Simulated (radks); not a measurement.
Results of a calculation; reference values are marked as such.
Question: The table gives one normalised radial function P(r) = r R(r) (large component) of In in [Kr] 4d9 5s2 5p1 6p1 (r in bohr). Level of theory: Dirac Kohn-Sham, PBE, spin-unpolarised, spherical densities, finite nucleus; open shells are shared between the two j in proportion to 2j + 1; Fermi nuclear charge, rms radius 4.6156 fm (a radial shooting solver on a logarithmic mesh with Libxc functionals).

r,P
0.003227,0.0009
0.00448,0.0014
0.006219,0.0023
0.008564,0.0038
0.01189,0.0062
0.0165,0.0100
0.02291,0.0156
0.0318,0.0227
0.0438,0.0299
0.0608,0.0340
0.0844,0.0286
0.1172,0.0081
0.1626,-0.0246
0.2258,-0.0496
0.3109,-0.0382
0.4316,0.0172
0.5992,0.0736
0.8318,0.0652
1.155,-0.0216
1.603,-0.1230
2.207,-0.1577
3.064,-0.0811
4.254,0.0885
5.905,0.2707
8.197,0.3764
11.38,0.3028
15.67,0.1302
21.75,0.0274
30.2,0.0024

Which n and l does it have? It may be an empty orbital.

Answer: n = 6, l = 1: the number of nodes gives n - l - 1 = 4, the rise at small r points to l (for j = l - 1/2 the large component starts outside the nucleus as r^gamma with gamma = sqrt(l^2 - (Z/c)^2) = 0.93 and the r^(l+1) term takes over further out; the orbital of l - 1 with the same j starts with the same power, but with a larger coefficient, and does not steepen), and the extent must fit the shell. The curve is that of 6p1/2; the two j differ most near the nucleus, where j = l - 1/2 has the larger amplitude, and in heavy atoms j = l - 1/2 is also the more compact. 6p1/2: eigenvalue -1.172 eV, 4 radial nodes at r = 0.128, 0.396, 1.08, 3.64 bohr, <r> = 9.40 bohr, 90 % of the charge inside 13.4 bohr.
